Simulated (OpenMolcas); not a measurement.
**O: thermal populations, worked from levels**

```
Program             : OpenMolcas 26.06
Basis               : ANO-RCC [8s7p4d3f2g]
Scalar Hamiltonian  : DKH2, point nucleus
Active space        : 6 electrons in 9 orbitals (RAS2 2s 2p; RAS3 3d, at most 2 electrons)
State averaging     : 2S+1 = 3 even, 3 roots; 2S+1 = 1 even, 6 roots
Spin-orbit coupling : RASSI with atomic mean-field integrals over the reference wave functions, term energies averaged over their components
```

Methods: RASSCF; SS-RASPT2, IPEA 0.25 Eh, imaginary shift 0.1 Eh (closed shells correlated: 1s). Measured levels: NIST Handbook of Basic Atomic Spectroscopic Data.

**Thermal populations.** Z = Σ (2J + 1) exp(-E/kT) with k = 0.695035 cm-1/K, over the levels below. No other level of either list lies under 73700 cm-1, which is above 7 kT at each temperature.

```
      Level  2J + 1  SS-RASPT2  measured
2s² 2p⁴ ³P₂       5        0.0       0.0
2s² 2p⁴ ³P₁       3        149       158
2s² 2p⁴ ³P₀       1        222       227
2s² 2p⁴ ¹D₂       5      15590     15868
2s² 2p⁴ ¹S₀       1      33390     33793
```

```
T (K)  Z, SS-RASPT2  Z, measured levels  Ground level (%), SS-RASPT2  Ground level (%), measured levels
 5000         8.869               8.855                         56.4                               56.5
 8000         9.187               9.166                         54.4                               54.5
12000         9.710               9.680                         51.5                               51.7
```

At 12000 K, kT = 8340 cm-1, and the computed levels give Z = 5.000 + 2.947 + 0.974 + 0.771 + 0.018 = 9.710.

CASPT2 does not keep the components of a term degenerate, so their means are used; among the terms shown or strongly mixed into the levels shown the widest spread is 40 cm-1 (2s² 2p⁴ ¹D, SS-RASPT2). Active for correlation alone: 3d; no level in the range computed is led by a configuration that fills it, so any true level of that kind is missing. Without dynamic correlation excited terms often stand tens of per cent too high (terms of higher spin than the ground term too low), and those without a measured partner can miss by more than the paired ones (holds for RASSCF). Computed and measured levels are paired by configuration, term and J; levels that our copy of the source lacks, or whose pairing is in doubt (as where it misses far off the trend of its configuration), stay unpaired and out of the deviations. Levels of configurations outside the active space are missing.
